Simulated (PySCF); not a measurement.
# Curvature of the energy in the electron number along group 13, charge +2

Calculated with PySCF 2.14, in def2-SVP, non-relativistic, def2-SVP with the def2 core potential (28 electrons), ECP, def2-SVP with the def2 core potential (60 electrons), ECP: one orbital is emptied in steps, and each cell gives the departure of E from the straight line at half an electron, in eV (from a cubic fit). The exact functional gives zero.

| species | orbital | LDA | PBE | r2SCAN | PBE0 | BHandHLYP | LC-wPBE | UHF |
| --- | --- | --- | --- | --- | --- | --- | --- | --- |
| Al²⁺ | 3s alpha | -0.97 | -1.04 | -0.82 | -0.77 | -0.58 | -0.11 | 0.00 |
| Ga²⁺ | 4s alpha | -1.13 | -1.16 | -0.98 | -0.86 | -0.62 | -0.14 | 0.02 |
| In²⁺ | 5s alpha | -1.09 | -1.10 | -0.95 | -0.81 | -0.57 | -0.12 | 0.03 |
| Tl²⁺ | 6s alpha | -1.14 | -1.14 | -1.03 | -0.84 | -0.57 | -0.14 | 0.05 |

Q: How does the mean departure depend on the functional?

A: LDA -1.08 eV; PBE -1.11 eV; r2SCAN -0.95 eV; PBE0 -0.82 eV; BHandHLYP -0.58 eV; LC-wPBE -0.13 eV; UHF 0.03 eV. Semilocal functionals are convex (delocalisation error), Hartree-Fock is concave or straight, and exact exchange removes curvature roughly in proportion to its share, so among the functionals the range-separated hybrids usually come closest to zero.

No spin-orbit coupling is included.
